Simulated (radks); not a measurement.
Coulomb parameter of the 4f shell of the dysprosium ion Dy+ in the model configuration [Xe] 4f9.5 6s1.5, as a second difference U = [E(n + 0.5) + E(n - 0.5) - 2 E(n)] / (0.5)^2 with all orbitals relaxed. "Bare": the charge of the atom changes with n. "Screened": the 6s shell takes up the change at fixed total charge, which measures U(4f,4f) + U(6s,6s) - 2 U(4f,6s). All-electron calculation, scalar-relativistic Kohn-Sham, r2SCAN, spin-unpolarised, spherical densities, finite nucleus; meta-GGA in the generalised Kohn-Sham scheme; Fermi nuclear charge, rms radius 5.2218 fm. Program: a radial shooting solver on a logarithmic mesh with Libxc functionals.

start: configuration [Xe] 4f9.5 6s1.5; E - E(n) (eV) 0.000
bare +0.5: configuration [Xe] 4f10 6s1.5; E - E(n) (eV) -4.850
bare -0.5: configuration [Xe] 4f9 6s1.5; E - E(n) (eV) 8.799
screened +0.5: configuration [Xe] 4f10 6s1; E - E(n) (eV) -1.119
screened -0.5: configuration [Xe] 4f9 6s2; E - E(n) (eV) 2.824

U(bare) = 15.796 eV, U(screened by 6s) = 6.822 eV, against the Slater integral F0(4f,4f) = 30.563 eV with frozen orbitals.
